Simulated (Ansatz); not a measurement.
Input file for Ansatz (a program for electronic structure): R-CCSD(T)/aug-cc-pVDZ on HF (SMILES F) with ghost functions, monomers drawn apart or pushed together.

Ansatz 0.2 input:
```yaml
crystal:
  periodic: [false, false, false]
  atoms:
    - {symbol: F, position_ang: [2.50297014, 1.15416729, 4.84251780]}
    - {symbol: H, position_ang: [1.89994997, 0.85455023, 4.16339670]}
basis:
  gaussian:
    orbitals: aug-cc-pVDZ
    ghost_atoms:
      - {symbol: C, position_ang: [-0.81961779, -0.59600906, 2.46606368]}
      - {symbol: O, position_ang: [0.30629081, 0.09500580, 1.93705396]}
      - {symbol: Ga, position_ang: [0.60977218, 0.39946948, 0.17661847]}
      - {symbol: H, position_ang: [-1.49901563, -0.92624417, 1.67507676]}
      - {symbol: H, position_ang: [-0.47995652, -1.47015689, 3.02537897]}
      - {symbol: H, position_ang: [-1.36446284, 0.06328739, 3.14486741]}
      - {symbol: H, position_ang: [-0.50086895, -0.17494581, -0.75500837]}
      - {symbol: H, position_ang: [1.92416496, 1.17865520, -0.07774270]}
magnetization: {spin_polarized: false}
correlation: {method: ccsd_t, electrons: outside_noble_gas}
scf: {lower_state_search: off}
```

The log:

```
WARN ansatz: RAYON_NUM_THREADS=1 ignored (pool sized by the plan → 1); use --threads N
Functional definition: HF
these checks for a lower state are left out or cut short: stability, starts, cluster_reference, orbital_swaps, neighbouring_geometries, increment
integrals: 0.41 GiB planned
1156 factors; integrals over basis functions are off by at most 9.3e-4 eV
mean field: 0.28 GiB planned
mean field evaluation 1: about -2720.9626 eV, gradient 2.4e1 eV
mean field evaluation 2: about -2720.9624 eV, gradient 2.4e1 eV
mean field evaluation 4: about -2721.9597 eV, gradient 1.2e0 eV
mean field evaluation 8: about -2721.9653 eV, gradient 6.2e-5 eV
mean field -2721.96528651 eV, -100.0303792650 hartree, gradient 1.4e-6 eV, S^2 0.000000; 0 other end points of the search recorded, 0 dependent functions left out
1 core orbitals not correlated
reference -2721.96528651 eV, -100.0303792650 hartree; 4, 4 occupied and 154, 154 virtual orbitals, 1156 factors
second order -6.11740135 eV of doubles, -0.00000000 eV of singles
coupled cluster: 1.41 GiB planned
cycle   1  -6.07034594 eV  change    4.7e-2 eV  update   5.4e-2
cycle   2  -6.18395866 eV  change   -1.1e-1 eV  update   1.4e-2
cycle   3  -6.21547103 eV  change   -3.2e-2 eV  update   6.8e-3
cycle   4  -6.21270535 eV  change    2.8e-3 eV  update   9.2e-4
cycle   5  -6.21214924 eV  change    5.6e-4 eV  update   3.3e-4
cycle   6  -6.21225313 eV  change   -1.0e-4 eV  update   7.7e-5
cycle   7  -6.21225114 eV  change    2.0e-6 eV  update   2.7e-5
cycle   8  -6.21223786 eV  change    1.3e-5 eV  update   7.8e-6
cycle   9  -6.21223514 eV  change    2.7e-6 eV  update   2.3e-6
perturbative correction -0.11890158 eV, -0.0043695523 hartree
Total energy: -2728.29642323 eV, -100.2630442479 hartree
Checks for a lower state left out: stability, starts, cluster_reference, orbital_swaps, neighbouring_geometries, increment
```

Self-consistency was reached.

Cost: around 13 core-seconds (rough).
